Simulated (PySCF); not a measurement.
**Radial density of Tb³⁺ (terbium, charge +3)**

r2SCAN, [Xe] 4f8, high-spin 7F determinant. Computed with PySCF 2.14 in ANO-RCC-VTZP (8s7p5d3f2g1h, 104 functions), with the spin-free X2C one-electron Hamiltonian (Gaussian nucleus).

```csv
r (bohr),4πr²ρ (e/bohr),4πr²(ρα − ρβ)
0.0199,82.54,0.0036
0.0334,78.74,0.0088
0.0562,111.4,0.0144
0.0945,97.24,0.0334
0.159,97.53,0.4383
0.267,67.73,2.6765
0.450,49.95,7.0699
0.756,29.73,6.2651
1.27,11.09,2.0329
2.14,2.301,0.1151
3.60,0.03973,0.0006
6.05,2.540e-05,0.0000
```

Densities and radii are taken from the X2C orbitals without a picture-change correction, which distorts them close to the nucleus.

Spin-orbit coupling, absent here, splits the open shell strongly.
